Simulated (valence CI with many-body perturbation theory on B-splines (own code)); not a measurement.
# Ir⁷²⁺: calculated level list

Level of theory: valence CI with perturbative core correlation (CI+MBPT): three valence electrons over a frozen Dirac-Fock core [He], a basis of 11 s, 11 p, 9 d, 7 f, 5 g, 2 h, 1 i functions for each j, with the one-electron correlation potential Σ1, the two-electron term Σ2, the three-electron term Σ3, Breit, model QED; selected CI, second order for the rest (own B-spline code, finite nucleus).

No measured spectrum was set against this ion. As an estimate, large intervals hold to a few tenths of a per cent, small ones and those within an open d or f shell to about a per cent.

Levels 1 to 45 of 103, with energies above the lowest level, (2s^2 2p1/2) J=1/2. "Leading %" is the weight of the configuration and term that name the level; weights of strongly mixed levels are sums over their largest components and can fall short. In the jj column 3d3/2^4 stands for four electrons in 3d with j = 3/2.

```tsv
No.	Configuration	Term	J	E (Ry)	Leading %	Second component	Leading jj
1	2s²2p	²P°	1/2	0.0	100		2s^2 2p1/2 (100 %)
2	2s2p²	⁴P	1/2	21.4	49	32 % 2s2p² ²S	2s 2p1/2^2 (100 %)
3	2s²2p	²P°	3/2	129.1	99		2s^2 2p3/2 (99 %)
4	2s2p²	⁴P	3/2	144.2	90	7 % 2s2p² ²D	2s 2p1/2 2p3/2 (100 %)
5	2s2p²	²D	5/2	147.2	64	36 % 2s2p² ⁴P	2s 2p1/2 2p3/2 (100 %)
6	2s2p²	²P	1/2	152.9	68	32 % 2s2p² ⁴P	2s 2p1/2 2p3/2 (100 %)
7	2s2p²	²D	3/2	153.0	61	38 % 2s2p² ²P	2s 2p1/2 2p3/2 (100 %)
8	2p³	²P°	3/2	175.2	49	27 % 2p³ ²D°	2p1/2^2 2p3/2 (99 %)
9	2s2p²	⁴P	5/2	274.5	64	36 % 2s2p² ²D	2s 2p3/2^2 (100 %)
10	2s2p²	²S	1/2	283.0	68	20 % 2s2p² ⁴P	2s 2p3/2^2 (100 %)
11	2s2p²	²P	3/2	283.1	59	32 % 2s2p² ²D	2s 2p3/2^2 (100 %)
12	2p³	⁴S°	3/2	300.3	55	44 % 2p³ ²D°	2p1/2 2p3/2^2 (100 %)
13	2p³	²D°	5/2	302.0	100		2p1/2 2p3/2^2 (100 %)
14	2p³	²P°	1/2	306.5	100		2p1/2 2p3/2^2 (100 %)
15	2p³	²P°	3/2	432.7	51	28 % 2p³ ²D°	2p3/2^3 (100 %)
16	2s²3s	²S	1/2	857.9	98		2s^2 3s (98 %)
17	2s²3p	²P°	1/2	865.0	96		2s^2 3p1/2 (96 %)
18	2s2p3s	⁴P°	1/2	872.3	85	14 % 2s2p3s ²P°	2s 2p1/2 3s (99 %)
19	2s2p3s	⁴P°	3/2	874.4	58	42 % 2s2p3s ²P°	2s 2p1/2 3s (100 %)
20	2s2p3s	²P°	1/2	876.9	95	4 % 2s2p3s ⁴P°	2s 2p1/2 3s (99 %)
21	2s2p3p	⁴D	1/2	878.2	72	22 % 2s2p3p ²P	2s 2p1/2 3p1/2 (100 %)
22	2s2p3p	⁴D	3/2	880.4	39	34 % 2s2p3p ²D	2s 2p1/2 3p1/2 (100 %)
23	2s2p3p	⁴P	1/2	884.0	45	31 % 2s2p3p ²S	2s 2p1/2 3p1/2 (99 %)
24	2p²3s	⁴P	1/2	897.8	45	31 % 2p²3s ²S	2p1/2^2 3s (97 %)
25	2s²3p	²P°	3/2	903.1	98		2s^2 3p3/2 (98 %)
26	2p²3p	²P°	1/2	903.3	46	37 % 2p²3p ⁴D°	2p1/2^2 3p1/2 (98 %)
27	2s²3d	²D	3/2	907.6	98		2s^2 3d3/2 (98 %)
28	2s2p3p	⁴P	3/2	917.3	31	27 % 2s2p3p ⁴D	2s 2p1/2 3p3/2 (100 %)
29	2s²3d	²D	5/2	917.5	88	4 % 2s2p3p ⁴D	2s^2 3d5/2 (88 %)
30	2s2p3p	⁴D	5/2	919.9	38	36 % 2s2p3p ²D	2s 2p1/2 3p3/2 (89 %)
31	2s2p3p	²D	3/2	920.0	42	24 % 2s2p3p ²P	2s 2p1/2 3p3/2 (100 %)
32	2s2p3p	²P	1/2	920.3	44	20 % 2s2p3p ²S	2s 2p1/2 3p3/2 (99 %)
33	2s2p3d	⁴F°	3/2	920.9	69	14 % 2s2p3d ²D°	2s 2p1/2 3d3/2 (100 %)
34	2s2p3d	⁴F°	5/2	923.3	40	34 % 2s2p3d ²F°	2s 2p1/2 3d3/2 (99 %)
35	2s2p3d	²P°	3/2	924.6	30	23 % 2s2p3d ²D°	2s 2p1/2 3d3/2 (99 %)
36	2s2p3d	⁴D°	1/2	924.9	53	41 % 2s2p3d ²P°	2s 2p1/2 3d3/2 (99 %)
37	2s2p3d	⁴P°	5/2	931.8	33	30 % 2s2p3d ⁴D°	2s 2p1/2 3d5/2 (100 %)
38	2s2p3d	²F°	7/2	934.0	41	36 % 2s2p3d ⁴F°	2s 2p1/2 3d5/2 (100 %)
39	2s2p3d	²F°	5/2	934.9	46	26 % 2s2p3d ²D°	2s 2p1/2 3d5/2 (99 %)
40	2s2p3d	²P°	3/2	935.0	39	31 % 2s2p3d ²D°	2s 2p1/2 3d5/2 (96 %)
41	2p²3p	²P°	3/2	942.7	34	19 % 2p²3p ⁴D°	2p1/2^2 3p3/2 (96 %)
42	2p²3d	²D	3/2	946.0	43	32 % 2p²3d ⁴F	2p1/2^2 3d3/2 (98 %)
43	2p²3d	²D	5/2	957.0	37	18 % 2p²3d ⁴D	2p1/2^2 3d5/2 (98 %)
44	2s2p3s	⁴P°	5/2	1001.7	100		2s 2p3/2 3s (100 %)
45	2s2p3s	²P°	3/2	1003.9	76	24 % 2s2p3s ⁴P°	2s 2p3/2 3s (100 %)
```

The ionisation energy to 2s² ¹S0 of the next ion comes out as 20642 eV (NIST: 20650 ± 70 eV (theoretical)). All 103 levels together are meant to be complete up to 1088.6 Ry.
